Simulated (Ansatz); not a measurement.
CH$_{4}$FGaO$_{2}$ (`OC[O][GaH][F]`) at its PBE0-D4/def2-TZVP geometry, where that method's forces vanish. The species carries charge 0 and has multiplicity 1.

```xyz
9

O     0.2266    0.8998    0.5243
C     0.5329   -0.4973    0.9027
O    -0.2891   -1.2708    0.1493
Ga   -0.9975    0.0167   -0.9670
F     0.1168    0.4462   -2.2746
H     0.9856    1.2947    0.0785
H     1.6018   -0.6655    0.7116
H     0.3210   -0.5711    1.9748
H    -2.4981    0.3473   -1.0997
```

Problem. What forces (eV/Å) does r2SCAN-D4/def2-TZVPP give on these atoms in Ansatz? (An estimate is asked.)

Solution. Ansatz gave: 
```
O1  -0.136  0.395 -0.078
C2   0.211 -0.256  0.183
O3  -0.150 -0.196 -0.106
Ga4 -0.105  0.074 -0.011
F5  -0.001 -0.011  0.023
H6   0.038  0.008 -0.026
H7   0.027  0.014 -0.008
H8  -0.010  0.004  0.012
H9   0.127 -0.031  0.011
```
